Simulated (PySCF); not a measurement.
# IrSe: from constants to spectrum

BHandHLYP constants of IrSe, ⁴Δ (quartet), unpaired electrons π ↑↑, δ ↑ (basis Ir def2-TZVPP with ECP60, Se def2-TZVPP; scalar-relativistic core potentials; PySCF 2.14; masses 192.9629 and 79.9165 u):

* ωe: 357.4 cm⁻¹
* ωexe: 0.662 cm⁻¹
* Be: 0.062381 cm⁻¹
* αe: 0.000156 cm⁻¹
* D (centrifugal): 7.6e-09 cm⁻¹

Problem. Give the vibrational terms G(v) and spacings up to v = 6.

Solution. G(v) = ωe(v+½) − ωexe(v+½)².

```tsv
v	G(v) (cm⁻¹)	G(v) − G(v−1)	Bv (cm⁻¹)
0	178.5		0.06230
1	534.6	356.1	0.06215
2	889.4	354.8	0.06199
3	1242.8	353.4	0.06184
4	1594.9	352.1	0.06168
5	1945.7	350.8	0.06152
6	2295.1	349.5	0.06137
```

De is left out where the level can put another filling of the metal’s s and d shells below the measured ground configuration, by anything from nothing to about 1 eV. Spin–orbit coupling is left out, which matters for elements this heavy, above all for dissociation energies. With d or f electrons several states lie close, and the lowest PBE0 determinant need not be the measured ground state.
